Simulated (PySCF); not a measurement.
## Computed properties of ClH5O2Si2, SMILES [SiH]([SiH2]Cl)(O)O

ClH₅O₂Si₂, SMILES O[SiH](O)[SiH2]Cl. Geometry optimised at PBE0-D3(BJ)/def2-SVP. This is a generated structure with no PubChem entry under its InChIKey; it may be hypothetical. Other conformers were not sampled. All values are computed for the isolated molecule unless a solvent is named; none is compared with measurement here.

**Structure.** All 24 harmonic modes at PBE0-D3(BJ)/def2-SVP (PySCF) are real, so it is a minimum. With heavy atoms numbered as in [OH:1][SiH:2]([OH:3])[SiH2:4][Cl:5], the shortest bond between them is O1–Si2 at 1.661 Å and the longest Si2–Si4 at 2.343 Å.

**Vibrations.** The strongest infrared lines (harmonic, unscaled, degenerate partners summed) lie at 918 cm⁻¹ (258 km/mol, H 90 %), 889 cm⁻¹ (171 km/mol, H 52 %, O 27 %, Si 21 %), 807 cm⁻¹ (158 km/mol, H 85 %, O 8 %). The softest mode is at 44 cm⁻¹ and the zero-point energy is 35.8 kcal/mol.

**Electronic structure.** PBE0/def2-TZVP (PySCF) places the frontier levels at -8.07 and -0.85 eV, a gap of 7.22 eV, and gives a dipole moment of 1.37 D and a mean polarisability of 70.2 bohr³. PBE/def2-TZVP (PySCF) at the same geometry gives -6.83 and -1.70 eV, so its gap is 2.09 eV narrower. An orbital gap is neither the optical nor the fundamental gap.

**Excitations.** TDDFT-PBE0/def2-SVPD (PySCF) has S1 at 5.89 eV (211 nm, f = 0.021, weak); the most intense of the 10 singlets computed lies at 7.91 eV (f = 0.13). T1 (TDA) is at 5.18 eV. TDDFT-PBE/def2-SVPD (PySCF) puts S1 at 5.37 eV. No vertical singlet excitation falls in the visible range (under 3.1 eV).

**NMR.** GIAO shifts at PBE0/pcSseg-1 (PySCF) (non-relativistic, atoms alike by connectivity averaged): ¹H from 3.1 to 5.4 ppm against TMS; ²⁹Si from -22.0 to -15.9 ppm against TMS. Without spin–orbit terms, shifts of atoms bonded to Cl or Br come out too high.

**Solvation.** SMD-PBE0/def2-SVP (PySCF) gives -5.8 kcal/mol in water, -5.0 kcal/mol in tetrahydrofuran, -5.7 kcal/mol in dichloromethane (1 M in both phases, gas-phase geometry).
